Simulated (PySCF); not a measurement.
Ga(Me)(SeH)2 (CH5GaSe2), SMILES [CH3][Ga]([SeH])[SeH].

Coordinates come from a ωB97X-D3(BJ)/def2-SVP optimisation. The values are those of a single conformer.

These are B3LYP/def2-TZVP in PySCF values and carry that method's errors.

Symmetry labels are those of the subgroup Cs that the program uses (full group Cs).

Computed valence orbital energies around the gap with their symmetry:
```csv
orbital,symmetry,energy (eV)
HOMO−7,A',-11.35
HOMO−6,A",-11.28
HOMO−5,A',-10.83
HOMO−4,A',-10.05
HOMO−3,A',-8.09
HOMO−2,A',-7.89
HOMO−1,A",-7.36
HOMO,A",-6.75
LUMO,A",-1.06
LUMO+1,A',-0.65
LUMO+2,A',-0.41
LUMO+3,A',0.28
```
